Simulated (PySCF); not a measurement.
[Eu(SH)4]−: from a saddle point downhill

PySCF 2.14.0, RKS PBE0, Eu lcecp-1-SVP with ECP52, S def2-SVP, H def2-SVP; non-relativistic Hamiltonian with scalar-relativistic core potentials where named; density fitting; no spin-orbit coupling. Relaxed within the symmetry of its start, the geometry (S4) is

```xyz
9

Eu    0.0000    0.0000    0.0000
S     1.5425    1.6823    1.4286
H     2.4695    0.7019    1.5528
S    -1.5425   -1.6823    1.4286
H    -2.4695   -0.7019    1.5528
S     1.6823   -1.5425   -1.4286
H     0.7019   -2.4695   -1.5528
S    -1.6823    1.5425   -1.4286
H    -0.7019    2.4695   -1.5528
```

and its lowest harmonic modes are -125, -50, 53, 56, 63, 64 cm⁻¹ (negative: unstable). It was moved along the lowest mode and relaxed again, within the group S4 that the move left.

(1) Where does it end, and how much lower?

(2) How do the contacts change?

(3) Is the end a minimum?

An lcecp potential fixes the number of 4f electrons, so in runs with it no electron can move into or out of that shell.

State: singlet in the valence, with the 4f electrons in the core potential.

Results:

(1) In S4, 0.053 eV lower, after 20 steps:
```xyz
9

Eu    0.0000    0.0000    0.0018
S     1.4713    1.5967    1.5902
H     1.8255    0.5060    2.3121
S    -1.4713   -1.5967    1.5902
H    -1.8255   -0.5060    2.3121
S     1.5938   -1.4739   -1.5872
H     0.5024   -1.8241   -2.3103
S    -1.5938    1.4739   -1.5872
H    -0.5024    1.8241   -2.3103
```

(2) 
```
    contact  saddle (Å)  end (Å)
Eu1–S2 (SH)       2.693    2.690
Eu1–S4 (SH)       2.693    2.690
Eu1–S6 (SH)       2.693    2.690
Eu1–S8 (SH)       2.693    2.690
```


(3) Yes; lowest modes 58, 59, 60, 60, 77, 90 cm⁻¹.
